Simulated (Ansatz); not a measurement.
Isolated molecules relaxed with PBE0-D4/def2-TZVP in Ansatz; ΔE leaves out vibrations. CBS: MP2 limit from def2 TZ/QZ plus the TZ coupled-cluster correction, frozen cores. This one scheme is used for every species. Functionals use def2-TZVPP. B3LYP here is the variant with VWN-RPA as its local correlation; programs differ in this. For As outer-core shells are correlated without core-valence functions, which leaves a few kJ/mol of doubt a bond. Scalar relativity is left out up to krypton. Each species was taken in one conformer, which may not be the lowest.

Reaction (ligand exchange at the As–C bond): `OC[AsH2]` + `CN[SiH3]` → `CN([SiH3])[AsH2]` + CH₃OH

(1) Is it downhill or uphill in electronic energy at CCSD(T)/CBS, and by how much? (Best estimate.)

(2) What do these levels give: r2SCAN-D4, PBE0-D4, B3LYP-D4, r2SCAN, HF/def2-QZVPP, CCSD/CBS(def2)? (An estimate is asked.)

Largest T1 diagnostic among the species: 0.011.

Results:

(1) Computed: Downhill: ΔE = -7.3 kJ/mol.

(2) Ansatz gave: r2SCAN-D4 -1.0, PBE0-D4 -2.7, B3LYP-D4 -6.9, r2SCAN 0.4, HF/def2-QZVPP -6.5, CCSD/CBS(def2) -6.2 kJ/mol.

The D4 term adds −8.5 kJ/mol with B3LYP and −4.7 kJ/mol with PBE0; it sums over pairs of atoms, weighted by their polarisabilities, and B3LYP, whose exchange is more repulsive, gets the larger term.
